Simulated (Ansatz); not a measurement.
Species: BBr₂, charge 0, doublet. BBr2 (SMILES Br[B]Br, doublet).
B3LYP-D3(BJ)/def2-TZVP minimum from Ansatz (a program for electronic structure):
```
B
Br 1 1.8889
Br 1 1.8889 2 126.56
```
Charge 0, spin multiplicity 2.

Total energies in hartree (Ansatz). UHF or UKS for unpaired electrons; spin-orbit terms are left out. Cores are frozen in correlated methods (noble-gas shells, and filled d and f shells in the p block). No relativity. For partners of very few electrons the exact lower level stands in for a higher one. Spin-orbit terms, left out, reach several kcal/mol for Br and I, and more for heavier atoms.

| species | HF/cc-pVTZ | CCSD(T)/cc-pVTZ | HF/cc-pVQZ | CCSD(T)/cc-pVQZ | CCSDT(Q)/cc-pVTZ |
|---|---|---|---|---|---|
| 1: BBr2 (SMILES Br[B]Br, doublet) | -5169.62433 | -5170.06559 | -5169.63152 | -5170.11379 | -5170.06779 |
| 2: B (doublet) | -24.53207 | -24.59810 | -24.53297 | -24.60084 | -24.59852 |
| 3: Br (doublet) | -2572.44509 | -2572.60263 | -2572.44802 | -2572.62195 | -2572.60328 |

Work out the atomisation energy (electronic, to ground-state atoms) in kJ/mol: take Hartree-Fock from cc-pVQZ, extrapolate the CCSD(T) correlation energy as X^-3 (X = 3, 4), and add CCSDT(Q) - CCSD(T) in cc-pVTZ. 1 hartree = 2625.5 kJ/mol.


Species 1: correlation (64·(-0.48227) - 27·(-0.44126))/37 = -0.51220; step -0.00220; E1 = -5169.63152 + (-0.51220) + (-0.00220) = -5170.14592
Species 2: correlation (64·(-0.06787) - 27·(-0.06603))/37 = -0.06921; step -0.00042; E2 = -24.53297 + (-0.06921) + (-0.00042) = -24.60260
Species 3: correlation (64·(-0.17393) - 27·(-0.15754))/37 = -0.18589; step -0.00065; E3 = -2572.44802 + (-0.18589) + (-0.00065) = -2572.63456
-1·E1 +1·E2 +2·E3 = 0.27420 hartree = 719.9 kJ/mol.
